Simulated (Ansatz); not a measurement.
Program: Ansatz. Geometries: PBE0-D4/def2-TZVP. ΔE: electronic, gas phase. CCSD(T)/CBS adds triple-zeta CCSD(T) − MP2 to the extrapolated MP2 energy (def2 sets, frozen cores). This one scheme is used for every species. DFT in def2-TZVPP. B3LYP here is the variant with VWN-RPA as its local correlation; programs differ in this. For Ge outer-core shells are correlated without core-valence functions, which leaves a few kJ/mol of doubt a bond. Scalar relativity is left out up to krypton. Each species was taken in one conformer, which may not be the lowest.

Consider the ligand exchange at a Ge–C bond: `N=[CH][GeH2][SH]` + CH₃OH → `C[O][GeH2][SH]` + `C=N`.

```json
{"level": "r2SCAN-D4", "ΔE (kJ/mol)": "-54.3", "difference from CCSD(T)/CBS": "-1.9"}
{"level": "ωB97X-V", "ΔE (kJ/mol)": "-55.6", "difference from CCSD(T)/CBS": "-3.2"}
{"level": "r2SCAN", "ΔE (kJ/mol)": "-54.1", "difference from CCSD(T)/CBS": "-1.7"}
{"level": "B3LYP", "ΔE (kJ/mol)": "-53.2", "difference from CCSD(T)/CBS": "-0.8"}
{"level": "MP2/def2-TZVPP", "ΔE (kJ/mol)": "-56.0", "difference from CCSD(T)/CBS": "-3.6"}
{"level": "MP2/def2-QZVPP", "ΔE (kJ/mol)": "-54.8", "difference from CCSD(T)/CBS": "-2.4"}
{"level": "SCS-MP2/def2-QZVPP", "ΔE (kJ/mol)": "-57.2", "difference from CCSD(T)/CBS": "-4.8"}
{"level": "HF/CBS(def2)", "ΔE (kJ/mol)": "-63.5", "difference from CCSD(T)/CBS": "-11.1"}
{"level": "MP2/CBS(def2)", "ΔE (kJ/mol)": "-53.4", "difference from CCSD(T)/CBS": "-1.0"}
{"level": "CCSD/CBS(def2)", "ΔE (kJ/mol)": "-52.4", "difference from CCSD(T)/CBS": "0.0"}
{"level": "CCSD(T)/CBS", "ΔE (kJ/mol)": "-52.4", "difference from CCSD(T)/CBS": "0"}
```

Largest T1 diagnostic among the species: 0.012.

In def2-TZVPP, CCSD(T) changes the Hartree–Fock value by +7.6 kJ/mol (the triples alone add +0.1 kJ/mol) and MP2 by +6.6 kJ/mol.
